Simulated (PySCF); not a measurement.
CH7ClSi2, SMILES C[SiH2][SiH2]Cl at its GFN2-xTB optimised geometry (Å):

```
11

C      2.1397    -0.9990     0.0000
Si     0.2404    -0.9990     0.0000
Si    -0.5118     1.1925     0.0000
Cl    -2.5371     1.2291     0.1423
H      2.5371    -0.4985     0.8784
H      2.5364    -0.4899    -0.8737
H      2.5327    -2.0109    -0.0050
H     -0.2117    -1.7572    -1.1775
H     -0.2121    -1.7640     1.1727
H     -0.1962     1.9515    -1.2139
H     -0.0308     2.0109     1.1173
```

Method: PBE0/def2-TZVP (PySCF 2.14.0). Cells within 0.4 Å of a nucleus heavier than hydrogen are left out (blank, or x).

Map of the deformation density (molecule minus spherical neutral atoms) (e/bohr³) on the plane z = 0.0 Å:

```
|1111111111111111111111111|
|1111111111111111111111111|
|1111111111111111111111111|
|1111111111111111111111111|
|1111111111111111111111111|
|1111111111111111111111111|
|1111111111011111111111111|
|1111112110011111111111111|
|1111122131001001111111111|
|111101x142xx0001111111111|
|11111221311x1101111111111|
|1111122111144211111111111|
|1111111111245311101111111|
|1111111111123112112111111|
|111111111100xx255xx111111|
|111111111100xx255x4111111|
|1111111111111002269311111|
|1111111111111001138111111|
|1111111111111111110011111|
|1111111111111111111111111|
|1111111111111111111111111|
|1111111111111111111111111|
|1111111111111111111111111|
|1111111111111111111111111|
|1111111111111111111111111|
```
Scale: ten equal steps from -0.017 (start of '0') to 0.093 (end of '9'), in the order '0123456789'; x runs from -5.00 to 5.00, y from -5.00 (bottom) to 5.00 (top).
